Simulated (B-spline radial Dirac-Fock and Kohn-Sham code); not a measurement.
The N-like isoelectronic sequence (7 electrons), Z = 23 to 35

Calculated with a radial B-spline solver, using multi-electron Dirac-Fock with separately optimised hole states, Breit and Lamb-shift corrections added in first order. Binding energies in eV, tabulated ground configurations ([He] 2s2 2p3 throughout). The model has no electron correlation.

| ion | 1s | 2s | outermost level | NIST ionisation energy |
| --- | --- | --- | --- | --- |
| V¹⁶⁺ | 6221.6 | 1233.0 | 1160.0 (2p) | 1165.2 ± 1.1 |
| Cr¹⁷⁺ | 6821.2 | 1368.0 | 1290.2 (2p) | 1294.8 ± 1.6 |
| Mn¹⁸⁺ | 7449.1 | 1510.0 | 1427.4 (2p) | 1430.9 ± 2.2 |
| Fe¹⁹⁺ | 8105.4 | 1659.3 | 1571.5 (2p) | 1575.6 ± 0.5 |
| Co²⁰⁺ | 8790.2 | 1815.7 | 1722.5 (2p) | 1724 ± 3 |
| Ni²¹⁺ | 9503.7 | 1979.3 | 1880.5 (2p) | 1880 ± 5 |
| Cu²²⁺ | 10245.8 | 2150.2 | 2045.5 (2p) | 2044 ± 6 |
| Zn²³⁺ | 11016.8 | 2328.4 | 2217.4 (2p) | 2214 ± 8 |
| Ga²⁴⁺ | 11816.8 | 2513.9 | 2396.4 (2p) | 2391 ± 18 |
| Ge²⁵⁺ | 12645.9 | 2706.9 | 2582.4 (2p) | 2575 ± 19 |
| As²⁶⁺ | 13504.3 | 2907.2 | 2775.5 (2p) | 2766 ± 21 |
| Se²⁷⁺ | ? | ? | ? | ? |
| Br²⁸⁺ | 15309.5 | 3330.3 | 3182.9 (2p) | 3169 ± 24 |

Problem. Fill in the row of Se²⁷⁺.

Solution. 1s 14392.1, 2s 3115.0, outermost 2975.6 (2p), NIST 2964 ± 22 eV.

NIST's values are for the lowest levels; a dash marks a value that is missing or belongs to another shell. Their kind here: measured, semi-empirical. Where a p, d or f shell is open in either ion the computed value averages over both j values and all terms, while the table refers to the lowest levels; that difference holds spin-orbit splitting (largest in heavy or highly charged ions), term energies where several electrons share open shells, and correlation, and it can reach 10 % or more.
